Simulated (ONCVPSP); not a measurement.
## Cs, ONCV: configuration errors across variants

ONCVPSP 4.0.1 input, shortened (lines: element, Z, core and valence counts, functional; n l f; lmax; l rc ep ncon nbas qcut; lloc lpopt rc5 dvloc0; l nproj debl; icmod fcfact rcfact), LDA (Perdew-Zunger), scalar-relativistic:

```
  Cs 55.00    9    3        3      upf
    1    0    2.00
    2    0    2.00
    2    1    6.00
    3    0    2.00
    3    1    6.00
    3    2   10.00
    4    0    2.00
    4    1    6.00
    4    2   10.00
    5    0    2.00
    5    1    6.00
    6    0    1.00
    2
    0    2.55    0.00    4    8    5.20
    1    2.25    0.00    5   10    3.10
    2    1.90    0.03    4    7    5.60
    4    5    1.75    2.00
    0    2    2.70
    1    2    3.90
    2    1    1.80
    0    0.00    0.00
```

All-electron excitation energies from the reference (eV): (1) 5s2 5p6 6s0 3.999; (2) 5s2 5p6 6s0.5 1.555; (3) 5s2 5p6 6s0 6p1 1.476; (4) 5s1 5p6 6s1 31.884.

Errors AE − PS in meV (a dash: test not solved or not reliable):

```
     change   (1)  (2)   (3)  (4)  bound ghosts  GHOST(+) flags above zero
       base  -0.1  0.0  +0.8  -19          none                          s
  p: nbas 9  -0.1  0.0  +0.7  -22          none                          s
d: qcut 8.6  -0.1  0.0  +0.8  -19          none                          s
```

Task: Give the same row for: p: ncon 3, nbas 8.

Result: -0.1, 0.0, +1.8, -7.3; bound ghosts: none; GHOST(+) flags above zero: s.
